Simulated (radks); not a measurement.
Task: Neutral arsenic, [Ar] 3d10 4s2 4p3. Calculated with a radial shooting solver on a logarithmic mesh with Libxc functionals: non-relativistic Kohn-Sham, PBE, spin-polarised, spherical densities, point nucleus. Every spin shell is full or empty, so the densities are truly spherical. Functionals are evaluated on that one density, not self-consistently. Rank these orbital-free kinetic functionals by their error against the exact value of the orbitals, and give that value: Thomas-Fermi, von Weizsacker, TF + vW, TF + vW/9, TF + vW/5, APBEK, Thakkar, Pearson, LKT, DePristo-Kress, Ernzerhof.

Result: Exact: 2234.14 hartree. From best to worst, with 100 (|E| - |E exact|)/|E exact| (equal figures are ties): APBEK +0.07, DePristo-Kress -0.12, Ernzerhof -0.42, Thakkar -0.50, TF + vW/9 -0.78, Pearson -1.16, TF + vW/5 +3.47, Thomas-Fermi -6.09, LKT +22.52, TF + vW +41.67, von Weizsacker -52.24.
